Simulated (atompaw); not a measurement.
# Sb (Z = 51): one change to a PAW (atompaw) potential, before and after

```
Element                 : antimony
Generator               : atompaw 4.2.0.5
Type                    : PAW
Functional              : PBEsol
Relativity              : non-relativistic
Frozen core             : [Kr]
Valence charge          : 15
Reference configuration : 4d10 5s2 5p1 (charge +2)
Partial waves           : 5s (bound): rc 2.35 bohr; 5s channel at 0.8 Ry: rc 2.35 bohr; 5p (bound): rc 2.35 bohr; 5p channel at 0.9 Ry: rc 2.35 bohr; 4d (bound): rc 1.05 bohr; 4d channel at -2.75 Ry: rc 1.05 bohr
Local potential         : troulliermartins scheme with l = 3 at 1 Ry, radius 2.30 bohr
Core correction         : smooth core density matched at 1.90 bohr
Augmentation charge     : besselshape compensation charge, radius 2.15 bohr; PAW radius 2.35 bohr; waves and projectors: custom rrkj vanderbiltortho
```

Change: wave 4d (bound): rc 1.05 bohr becomes 4d (bound): rc 1.62 bohr.

Cutoffs: the cutoffs (Ry, on a coarse ladder) from which the occupation-weighted sum of valence levels, in a spherical-Bessel basis at the reference potential, stays within 10 and 1 mRy of its value at 400 Ry; they do not see the model core or the augmentation charge, which bear on the density cutoff.

Q: What does the change do?

A: The potential gets softer (120 Ry and 230 Ry → 45 Ry and 90 Ry); both files keep a bound ghost (p, s); the range in which the d phases agree narrows (upper end at the end of the scan → -1.2).

```csv
quantity,base,changed
"cutoff, loose",120 Ry,45 Ry
"cutoff, tight",230 Ry,90 Ry
loose cutoff by channel (10 mRy a level),"s 12 Ry, p 6 Ry, d 90 Ry","s 12 Ry, p 6 Ry, d 35 Ry"
bound ghosts,"s, p","s, p"
s: phases at 2.37 bohr within 0.05 rad from the reference energy up to (Ry; the scan ends near 5),3.5,3.5
p: phases at 2.37 bohr within 0.05 rad from the reference energy up to (Ry; the scan ends near 5),n/a,n/a
d: phases at 2.37 bohr within 0.05 rad from the reference energy up to (Ry; the scan ends near 5),to the end of the scan,-1.2
lowest overlap eigenvalue by channel,"s 0.03, p 0.29, d 0.78","s 0.03, p 0.29, d 0.22"
```

 A true bound ghost makes a file unfit for plane-wave use even where its test errors are small: the radial tests pick states by their node count and pass the ghost by. The cutoffs see the waves, projectors and local potential, not the compensation charge or the core.
